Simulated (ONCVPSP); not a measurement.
**Ru (Z = 44), ONCV: configuration errors across variants**

```json
{"Element": "ruthenium", "Generator": "ONCVPSP 4.0.1", "Type": "optimised norm-conserving Vanderbilt (ONCV)", "Functional": "PBEsol", "Relativity": "scalar-relativistic", "Frozen core": "[Ar] 3d10", "Valence charge": "16", "Reference configuration": "4s2 4p6 4d7.5 5s0.5", "Partial waves": "4s+5s: rc 1.70 bohr, ncon 3, nbas 7, qcut 6.9 1/bohr, 2 projectors; 4p: rc 1.15 bohr, ncon 5, nbas 10, qcut 7.4 1/bohr, 2 projectors, debl 2.5 Ha; 4d: rc 1.35 bohr, ncon 3, nbas 8, qcut 7 1/bohr, 1 projector; f scattering state at 0.18 Ha: rc 1.75 bohr, ncon 3, nbas 7, qcut 7.4 1/bohr, 2 projectors, debl 1.1 Ha", "Local potential": "polynomial inside 0.75 bohr (lpopt 5, dvloc0 0 Ha)", "Core correction": "none"}
```

All-electron excitation energies from the reference (eV): (1) 4s2 4p6 4d7 5s1 0.313; (2) 4s2 4p6 4d7 5s0 7.613; (3) 4s2 4p6 4d6 5s0 25.797; (4) 4s2 4p6 4d7 5s0 5p1 3.833.

A true bound ghost makes a file unfit for plane-wave use even where its test errors are small: the radial tests pick states by their node count and pass the ghost by.

Errors AE − PS in meV (a dash: test not solved or not reliable):

```csv
change,(1),(2),(3),(4),bound ghosts,GHOST(+) flags above zero
base,+19,+23,+29,+27,s,none
"all radii scaled by about 0.79 (s 1.34, p 0.90, d 1.06, f 1.38 bohr); local potential polynomial inside 0.58 bohr (lpopt 5, dvloc0 0 Ha)",-0.5,-2.0,-4.5,-0.9,s,"p, f"
"all radii scaled by about 0.86 (s 1.46, p 1.00, d 1.16, f 1.50 bohr); local potential polynomial inside 0.64 bohr (lpopt 5, dvloc0 0 Ha)",-0.2,-1.5,-3.1,-0.5,s,"p, f"
"all radii scaled by about 0.92 (s 1.56, p 1.06, d 1.24, f 1.62 bohr); local potential polynomial inside 0.70 bohr (lpopt 5, dvloc0 0 Ha)",-0.2,-1.5,-3.2,-0.5,s,"p, f"
"all radii scaled by about 1.18 (s 2.02, p 1.36, d 1.60, f 2.06 bohr); local potential polynomial inside 0.88 bohr (lpopt 5, dvloc0 0 Ha)",-0.2,-1.4,-3.8,-0.4,none,s
"all radii scaled by about 1.21 (s 2.06, p 1.40, d 1.64, f 2.12 bohr); local potential polynomial inside 0.92 bohr (lpopt 5, dvloc0 0 Ha)",-0.2,-1.4,-3.8,-0.4,none,s
"all radii scaled by about 1.30 (s 2.20, p 1.50, d 1.76, f 2.28 bohr); local potential polynomial inside 0.98 bohr (lpopt 5, dvloc0 0 Ha)",0.0,-1.3,-3.9,-0.3,none,s
```

(1) Give the same row for: all radii scaled by about 1.08 (s 1.82, p 1.24, d 1.46, f 1.88 bohr); local potential polynomial inside 0.80 bohr (lpopt 5, dvloc0 0 Ha).

Answers

(1) -0.4, -1.4, -3.4, -0.4; bound ghosts: s; GHOST(+) flags above zero: none.
